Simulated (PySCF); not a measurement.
Magnetisability: SMILES c12cccc(O)c1CC=C2, C9H8O

Geometry:
```json
{"atom": "O1", "x (Å)": "-0.949", "y (Å)": "2.487", "z (Å)": "0.066"}
{"atom": "C2", "x (Å)": "-0.942", "y (Å)": "1.123", "z (Å)": "0.020"}
{"atom": "C3", "x (Å)": "-2.114", "y (Å)": "0.373", "z (Å)": "-0.029"}
{"atom": "C4", "x (Å)": "-2.072", "y (Å)": "-1.013", "z (Å)": "-0.073"}
{"atom": "C5", "x (Å)": "-0.868", "y (Å)": "-1.694", "z (Å)": "-0.071"}
{"atom": "C6", "x (Å)": "0.303", "y (Å)": "-0.951", "z (Å)": "-0.025"}
{"atom": "C7", "x (Å)": "0.268", "y (Å)": "0.449", "z (Å)": "0.021"}
{"atom": "C8", "x (Å)": "1.666", "y (Å)": "0.978", "z (Å)": "0.065"}
{"atom": "C9", "x (Å)": "2.479", "y (Å)": "-0.278", "z (Å)": "0.035"}
{"atom": "C10", "x (Å)": "1.694", "y (Å)": "-1.360", "z (Å)": "-0.015"}
{"atom": "H11", "x (Å)": "-1.860", "y (Å)": "2.804", "z (Å)": "0.058"}
{"atom": "H12", "x (Å)": "-3.069", "y (Å)": "0.882", "z (Å)": "-0.034"}
{"atom": "H13", "x (Å)": "-3.002", "y (Å)": "-1.562", "z (Å)": "-0.108"}
{"atom": "H14", "x (Å)": "-0.840", "y (Å)": "-2.772", "z (Å)": "-0.108"}
{"atom": "H15", "x (Å)": "1.880", "y (Å)": "1.627", "z (Å)": "-0.787"}
{"atom": "H16", "x (Å)": "1.849", "y (Å)": "1.566", "z (Å)": "0.967"}
{"atom": "H17", "x (Å)": "3.554", "y (Å)": "-0.264", "z (Å)": "0.052"}
{"atom": "H18", "x (Å)": "2.013", "y (Å)": "-2.387", "z (Å)": "-0.046"}
```

Method: PySCF, GIAO HF/pcSseg-1 magnetisability, rotational g tensor and spin-rotation constants, non-relativistic, gas phase. Geometry: GFN2-xTB.

Task: What are the magnetisability and the molar susceptibility?

Result: Isotropic -1535 × 10⁻³⁰ J/T², or -92.5 × 10⁻⁶ cm³/mol; principal values -2421, -1104, -1082 × 10⁻³⁰ J/T², anisotropy 1328 × 10⁻³⁰ J/T² (root of half the summed squared differences of the principal values). The susceptibility is in cgs units.

Task: Split it along the inertial axes a, b, c into diamagnetic and paramagnetic parts about the centre of mass, with the quadrupole moment.

Result: 
| axis | χ (10⁻⁶ cm³/mol) | diamagnetic (10⁻⁶ cm³/mol) | paramagnetic (10⁻⁶ cm³/mol) | summed x² of all electrons (Å²) | quadrupole Θ (D Å) |
| --- | --- | --- | --- | --- | --- |
| a | -65.1 | -660.4 | 595.3 | 202.6 | +12.96 |
| b | -66.5 | -922.8 | 856.3 | 140.8 | -0.52 |
| c | -145.8 | -1456.7 | 1310.9 | 14.9 | -12.45 |

Anisotropies 2χaa − χbb − χcc = +82.0 and 2χbb − χaa − χcc = +78.0 × 10⁻⁶ cm³/mol. Θ is traceless in Buckingham's convention.

Task: And the rotational g tensor?

Result: 
```
axis  rotational constant (GHz)        g  nuclear part  electronic part
   a                     2.2087  -0.0428        0.5748          -0.6177
   b                     1.4762  -0.0222        0.5717          -0.5939
   c                     0.8896  +0.0227        0.5706          -0.5479
```
Asymmetric top; isotopes 12C, 1H, 16O; no vibrational averaging.
